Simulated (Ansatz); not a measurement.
Ansatz (an electronic-structure program) input (CCSD(T)/cc-pV(D+d)Z):
A basis named .json is the Basis Set Exchange file of that set.

Ansatz 0.2 input:
```yaml
crystal:
  periodic: [false, false, false]
  atoms:
    - {symbol: F, position_ang: [-2.14208095, 0.88862193, -0.62848864]}
    - {symbol: Si, position_ang: [-1.38488240, -0.25337888, 0.21147097]}
    - {symbol: Si, position_ang: [0.93783263, -0.08624122, -0.35170582]}
    - {symbol: F, position_ang: [1.66636181, -1.36987280, 0.28795286]}
    - {symbol: F, position_ang: [1.56494823, 1.18719986, 0.40032091]}
    - {symbol: H, position_ang: [-1.89072085, -1.57231634, -0.22440417]}
    - {symbol: H, position_ang: [-1.65364405, -0.02654323, 1.64962587]}
basis:
  gaussian:
    orbitals: cc-pV_D+d_Z.json
magnetization: {spin_polarized: true, initial_magnetization: 1}
correlation: {method: ccsd_t, electrons: outside_noble_gas}
```

End of the output:

```
integrals: 0.20 GiB planned
987 factors; integrals over basis functions are off by at most 1.1e-3 eV
0.54 GiB of device memory are held for the factors and their scratch space
mean field: 0.56 GiB planned
mean field evaluation 1: about -23874.1045 eV, gradient 2.9e1 eV
mean field evaluation 2: about -23874.1538 eV, gradient 2.9e1 eV
mean field evaluation 4: about -23877.7934 eV, gradient 2.4e0 eV
mean field evaluation 8: about -23877.9108 eV, gradient 1.6e-1 eV
mean field evaluation 16: about -23874.1049 eV, gradient 2.9e1 eV
mean field -23877.91177985 eV, -877.4970728796 hartree, gradient 2.6e-6 eV, S^2 0.761685; 0 other end points of the search recorded, 0 dependent functions left out
13 core orbitals not correlated
reference -23877.91177985 eV, -877.4970728796 hartree; 16, 15 occupied and 69, 70 virtual orbitals, 987 factors
second order -19.76329435 eV of doubles, -0.00000000 eV of singles
coupled cluster: 1.36 GiB planned
cycle   1  -19.93348147 eV  change   -1.7e-1 eV  update   1.1e-1
cycle   2  -20.41794491 eV  change   -4.8e-1 eV  update   3.5e-2
cycle   3  -20.56639293 eV  change   -1.5e-1 eV  update   2.1e-2
cycle   4  -20.56034557 eV  change    6.0e-3 eV  update   6.3e-3
cycle   5  -20.55734487 eV  change    3.0e-3 eV  update   3.4e-3
cycle   6  -20.55954375 eV  change   -2.2e-3 eV  update   1.6e-3
cycle   7  -20.55979786 eV  change   -2.5e-4 eV  update   6.9e-4
cycle   8  -20.55984966 eV  change   -5.2e-5 eV  update   2.9e-4
cycle   9  -20.55998945 eV  change   -1.4e-4 eV  update   1.2e-4
cycle  10  -20.55996492 eV  change    2.5e-5 eV  update   4.7e-5
cycle  11  -20.55996166 eV  change    3.3e-6 eV  update   2.2e-5
perturbative correction -0.37843643 eV, -0.0139072824 hartree
Total energy: -23898.85017795 eV, -878.2665448170 hartree
```

It need not be the lowest isomer of its formula.
